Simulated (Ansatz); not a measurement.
`F[SiH](F)Br` and `C=C[SiH](F)Br` differ in one atom or group.

Ansatz, PBE0-D4/def2-TZVP geometries, multiplicity 1. Each molecule was computed in one conformer, which needn't be the lowest.

Scalar relativity is left out up to krypton.

```csv
property,`F[SiH](F)Br`
zero-point energy (PBE0-D4/def2-TZVP) / kJ/mol,42.5
HOMO energy (B3LYP/def2-TZVPP) / eV,-8.97
LUMO energy (ωB97M-V/def2-TZVPP) / eV,2.24
size of the dipole moment (PBE/def2-TZVPP) / D,1.06
LUMO energy (PBE/def2-TZVPP) / eV,-0.63
HOMO–LUMO gap (B3LYP/def2-TZVPP) / eV,9.01
```

Question: Give the same properties after the change, and the shifts. (An estimate is asked.)

Answer: Ansatz gave: 
```csv
property,`C=C[SiH](F)Br`,shift
zero-point energy (PBE0-D4/def2-TZVP) / kJ/mol,146.5,104.0
HOMO energy (B3LYP/def2-TZVPP) / eV,-8.15,0.82
LUMO energy (ωB97M-V/def2-TZVPP) / eV,0.96,-1.28
size of the dipole moment (PBE/def2-TZVPP) / D,2.25,1.19
LUMO energy (PBE/def2-TZVPP) / eV,-2.13,-1.50
HOMO–LUMO gap (B3LYP/def2-TZVPP) / eV,6.80,-2.21
```

With PBE0 the HOMO rises by 0.84 eV and the LUMO falls by 1.48 eV, so the gap narrows by about 2.32 eV. PBE moves the HOMO by 0.74 eV and ωB97M-V by 0.87 eV. The zero-point energy changes by 104.0 kJ/mol with +12 modes. Dipoles are sizes alone; their direction can turn.

B3LYP here is the variant with VWN-RPA as its local correlation; programs differ in this.

Spin–orbit coupling is left out; it splits and shifts lone-pair levels of the heavy atoms by tenths of an eV.
